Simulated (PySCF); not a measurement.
CH6GeOSi, SMILES [SiH2]1O[CH2][GeH2]1. Atoms are numbered in the order given.

```xyz
10

C     -1.4923    -0.1346     0.0000
O     -0.9254    -1.4637     0.0000
Si     0.7659    -1.3281     0.0000
Ge     0.1963     0.9777     0.0000
H     -2.1196     0.0084     0.8953
H     -2.1196     0.0084    -0.8953
H      1.3900    -1.9449    -1.2038
H      1.3900    -1.9449     1.2038
H      0.4062     1.8482     1.2529
H      0.4062     1.8482    -1.2529
```
Charge 0, spin multiplicity 1.

The structure is a stationary point at TPSSh-D3(BJ)/def2-SVP. The structure was generated by enumeration, and PubChem lists no compound with its InChIKey, so it may never have been made.

These are TDDFT-PBE/def2-SVPD (PySCF) values and carry that method's errors.

Vertical excitations. The molecule is in vacuum. State labels are in the subgroup Cs.

Computed excitation energies, oscillator strengths and character:
```tsv
state	symmetry	energy (eV)	λ (nm)	f	main pairs
S1	A"	5.30	234	0.000	HOMO−1→LUMO 99 %
S2	A'	5.39	230	0.013	HOMO→LUMO 66 %, HOMO−2→LUMO 31 %
S3	A'	5.64	220	0.069	HOMO−2→LUMO 63 %, HOMO→LUMO 23 %, HOMO→LUMO+1 10 %
S4	A"	5.65	219	0.000	HOMO−1→LUMO+1 100 %
S5	A'	5.85	212	0.013	HOMO−2→LUMO+1 83 %, HOMO→LUMO+1 14 %
S6	A'	6.05	205	0.085	HOMO→LUMO+1 58 %, HOMO−2→LUMO+1 10 %, HOMO→LUMO+3 9 %
S7	A"	6.27	198	0.002	HOMO−1→LUMO+3 99 %
S8	A"	6.28	197	0.000	HOMO→LUMO+2 76 %, HOMO−2→LUMO+2 22 %
S9	A'	6.35	195	0.010	HOMO−1→LUMO+2 63 %, HOMO→LUMO+3 32 %
S10	A'	6.42	193	0.037	HOMO→LUMO+3 47 %, HOMO−1→LUMO+2 28 %, HOMO−2→LUMO+3 14 %, HOMO→LUMO+1 8 %
T1	A'	4.89	253	0	HOMO→LUMO 78 %, HOMO−2→LUMO 18 %
T2	A"	5.10	243	0	HOMO−1→LUMO 99 %
T3	A'	5.21	238	0	HOMO−2→LUMO 69 %, HOMO→LUMO 21 %
T4	A'	5.25	236	0	HOMO→LUMO+1 84 %
```
Triplets are in the Tamm–Dancoff approximation, which puts them higher than full response would, so one can lie above its singlet here.
